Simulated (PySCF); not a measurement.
Structure with atom numbers: `[F:1][BH:2][c:3]1[cH:4][cH:5][o:6][cH:7]1`; H(Xn) means a hydrogen on atom n.

Geometry: PBE0-D3(BJ)/def2-SVP; GIAO shifts from PySCF, gas phase, non-relativistic, averaged over equivalent atoms.

At PBE0/pcSseg-0 (71 basis functions, 5.9 s wall time on 1 thread of an Arm Neoverse V1, shared host):
```json
{"atoms": "F1", "δ (ppm)": "-14.3"}
{"atoms": "B2", "δ (ppm)": "49.4"}
{"atoms": "C7", "δ (ppm)": "167.3"}
{"atoms": "C5", "δ (ppm)": "157.5"}
{"atoms": "C3", "δ (ppm)": "131.2"}
{"atoms": "C4", "δ (ppm)": "128.4"}
{"atoms": "O6", "δ (ppm)": "334.0"}
{"atoms": "H(C7)", "δ (ppm)": "8.03"}
{"atoms": "H(C5)", "δ (ppm)": "7.43"}
{"atoms": "H(B2)", "δ (ppm)": "7.08"}
{"atoms": "H(C4)", "δ (ppm)": "6.88"}
```

References, each an isolated molecule treated in the same way: CFCl3 for $^{19}$F (σ = 178.37 ppm); $^{11}$B (σ = 104.89 ppm) vs BF3·OEt2; $^{13}$C (σ = 193.52 ppm), $^{1}$H (σ = 32.83 ppm) vs TMS; $^{17}$O (σ = 337.86 ppm) against H2O.

Question: Estimate the result of repeating the calculation with B3LYP/pcSseg-1.

Answer: 
```json
{"atoms": "F1", "δ at B3LYP/pcSseg-1": "-40.2", "change": "-25.9"}
{"atoms": "B2", "δ at B3LYP/pcSseg-1": "46.3", "change": "-3.1"}
{"atoms": "C7", "δ at B3LYP/pcSseg-1": "158.0", "change": "-9.3"}
{"atoms": "C5", "δ at B3LYP/pcSseg-1": "148.3", "change": "-9.2"}
{"atoms": "C3", "δ at B3LYP/pcSseg-1": "126.4", "change": "-4.8"}
{"atoms": "C4", "δ at B3LYP/pcSseg-1": "122.6", "change": "-5.8"}
{"atoms": "O6", "δ at B3LYP/pcSseg-1": "325.4", "change": "-8.6"}
{"atoms": "H(C7)", "δ at B3LYP/pcSseg-1": "7.92", "change": "-0.11"}
{"atoms": "H(C5)", "δ at B3LYP/pcSseg-1": "7.36", "change": "-0.07"}
{"atoms": "H(B2)", "δ at B3LYP/pcSseg-1": "5.59", "change": "-1.49"}
{"atoms": "H(C4)", "δ at B3LYP/pcSseg-1": "6.81", "change": "-0.07"}
```

Referencing at the same level of theory: $^{19}$F (171.94 ppm) against CFCl3; BF3·OEt2 for $^{11}$B (97.83 ppm); $^{13}$C (179.24 ppm), $^{1}$H (31.38 ppm) against TMS; H2O for $^{17}$O (334.04 ppm).

The largest change is at F1 (fluorine bonded to B). Cost: 139 basis functions, 21 s wall time on 1 thread of an Arm Neoverse V1, shared host. The order of the carbon signals is the same at both levels.

A carbon bonded to boron is broadened by the quadrupolar boron nucleus and is often missing from a measured spectrum. Unscaled 19F shifts against computed CFCl3 carry errors that often reach 10 to 50 ppm. Unscaled 17O shifts of doubly bonded oxygen tend to come out too high, by tens of ppm or more. Experimental scales use liquid or dissolved standards, which lie at an offset from isolated H2O (liquid H2O: subtract about 36 ppm).
